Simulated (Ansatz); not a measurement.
VTe4: single points at one geometry.

```yaml
crystal:
  periodic: [false, false, false]
  atoms:
    - {symbol: V, position_ang: [0.023657, 0.005891, -0.008376]}
    - {symbol: Te, position_ang: [-0.208229, -1.483856, 2.111771]}
    - {symbol: Te, position_ang: [-0.902613, 2.437339, -0.097432]}
    - {symbol: Te, position_ang: [-0.784429, 0.842075, -2.340366]}
    - {symbol: Te, position_ang: [1.871625, -1.801448, 0.334402]}
basis:
  gaussian: {orbitals: def2-TZVP, initial_orbitals: start.molden}
magnetization: {spin_polarized: true, initial_magnetization: 1}
hamiltonian: {xc: r2scan, dispersion: d4}
scf: {omitted_lower_state_checks: [starts]}
output: {orbitals: {seedname: orbitals}}
```

The file start.molden holds the orbitals of an earlier run on this structure, at another level or in another basis.

```sh
$ ansatz run in.yaml --threads 4 --pin off --events-out ev --progress --plain --max-ram 4787MiB
```

It prints (some lines left out):

```
Functional definition: r2SCAN
1978 factors; their error is unknown
mean field evaluation 1: about -54876.9751 eV, gradient 6.2e0 eV
mean field evaluation 2: about -54877.1429 eV, gradient 4.0e-1 eV
mean field evaluation 4: about -54876.6512 eV, gradient 7.6e-1 eV
mean field evaluation 8: about -54876.6518 eV, gradient 1.7e-4 eV
mean field -54876.65177223 eV, -2016.6797558987 hartree, gradient 2.5e-5 eV, S^2 1.816889; 0 other end points of the search recorded, 0 dependent functions left out
reference -54876.65179086 eV, -2016.6797565836 hartree; 60, 59 occupied and 185, 186 virtual orbitals, 1978 factors
Total energy: -54876.72455099 eV, -2016.6824304691 hartree
Checks for a lower state left out: starts
```

Hardware: 4 threads of Arm Neoverse V2 on a shared host. Wall time 19 s, peak host memory 0.64 GiB.

The first input with `hamiltonian: {xc: pbe, dispersion: d4}`, `output: {forces: true, orbitals: {seedname: orbitals}}` (abridged; 8 s):

```
Functional definition: PBE
mean field -54859.47386481 eV, -2016.0484794447 hartree, gradient 1.7e-5 eV, S^2 1.460179
Total energy: -54859.82727601 eV, -2016.0614670670 hartree
Atom 0 force    -0.005556     0.001164     0.003501 eV/Å
Atom 1 force     0.170178    -0.012737    -0.165481 eV/Å
Atom 2 force     0.024177    -0.159608    -0.185673 eV/Å
Atom 3 force     0.004161     0.116581     0.214605 eV/Å
Atom 4 force    -0.192959     0.054600     0.133047 eV/Å
Dipole moment:     0.002233     0.004027     0.004440 e Å
Checks for a lower state left out: starts
```

First input, but with `hamiltonian: {xc: pbe}`, `correlation: {method: rpa}` and without the key `output` (abridged; 21 s):

```
Functional definition: PBE
mean field -54859.47385767 eV, -2016.0484791824 hartree, gradient 2.0e-6 eV, S^2 1.460178
21 core orbitals not correlated: weight in the atoms' cores, before any rotation towards them, 1.000 or more for the frozen orbitals, at most 0.000 for the correlated occupied ones
Total energy: -54798.55189441 eV, -2013.8096383270 hartree
Checks for a lower state left out: starts
```

Geometry: PBE-D4/def2-SVP.

In the def2 sets Te takes a core potential; there is no spin–orbit coupling. Correlated methods freeze 21 core orbitals; core or outer-core shells of V, Te are correlated, in sets that lack core-valence functions. At r2SCAN-D4/def2-TZVP, PBE-D4/def2-TZVP, RPA@PBE/def2-TZVP the charge 0 doublet is spin-contaminated (final ⟨S²⟩ up to 1.82, 0.75 for a pure state). The structure comes from a short search, and lower isomers may exist.
